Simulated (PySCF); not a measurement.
# NaI⁻ at M06-2X

Level: M06-2X. PySCF, scalar-relativistic core potentials, basis sets Na aug-cc-pVDZ, I aug-cc-pVDZ-PP with ECP28.

For NaI⁻, the state is ²Σ⁺ (doublet), unpaired electrons σ ↑ and the bond length is 2.923 Å. The harmonic wavenumber is 172 cm⁻¹, the force constant is 0.341 mdyn/Å and the rotational constant Be is 0.1014 cm⁻¹. The anharmonicity ωexe is 1.26 cm⁻¹, the vibration–rotation constant αe is 0.000955 cm⁻¹ and the well depth De to Na + I⁻ is 20.8 kcal/mol. The dissociation energy D0 is 20.6 kcal/mol, the bond order (Mayer) is 0.30 and the dipole moment (positive dipole points towards I; it is taken about the centre of mass and depends on that origin) is 6.22 D.

Spin–orbit coupling is left out. For an ion De counts to the pair picked by the measured ionisation energies or electron affinities, which need not be the lowest pair at this level. The state is the lowest determinant that a PBE0 search found; another state may lie lower at other levels.
